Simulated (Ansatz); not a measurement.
`C=C(F)BCl` and `C=C(F)[NH][SnH3]` differ in one atom or group.

Ansatz, PBE0-D4/def2-TZVP geometries, multiplicity 1. Each molecule was computed in one conformer, which needn't be the lowest.

Elements past krypton have def2 core potentials.

| property | `C=C(F)BCl` |
| --- | --- |
| HOMO–LUMO gap (B3LYP/def2-TZVPP) / eV | 5.51 |
| size of the dipole moment (PBE/def2-TZVPP) / D | 1.84 |
| size of the dipole moment (ωB97M-V/def2-TZVPP) / D | 2.03 |
| HOMO–LUMO gap (ωB97M-V/def2-TZVPP) / eV | 10.19 |
| HOMO energy (ωB97M-V/def2-TZVPP) / eV | -10.44 |
| size of the dipole moment (B3LYP/def2-TZVPP) / D | 2.06 |

Give the same properties after the change, and the shifts. (An estimate is asked.)

The calculation gave: 
```tsv
property	`C=C(F)[NH][SnH3]`	shift
HOMO–LUMO gap (B3LYP/def2-TZVPP) / eV	5.16	-0.35
size of the dipole moment (PBE/def2-TZVPP) / D	2.37	0.53
size of the dipole moment (ωB97M-V/def2-TZVPP) / D	2.43	0.40
HOMO–LUMO gap (ωB97M-V/def2-TZVPP) / eV	9.19	-1.00
HOMO energy (ωB97M-V/def2-TZVPP) / eV	-8.11	2.33
size of the dipole moment (B3LYP/def2-TZVPP) / D	2.41	0.35
```

With PBE0 the HOMO rises by 2.32 eV and the LUMO rises by 2.01 eV, so the gap narrows by about 0.31 eV. PBE moves the HOMO by 2.27 eV and ωB97M-V by 2.33 eV. Dipoles are sizes alone; their direction can turn.

B3LYP here is the variant with VWN-RPA as its local correlation; programs differ in this.
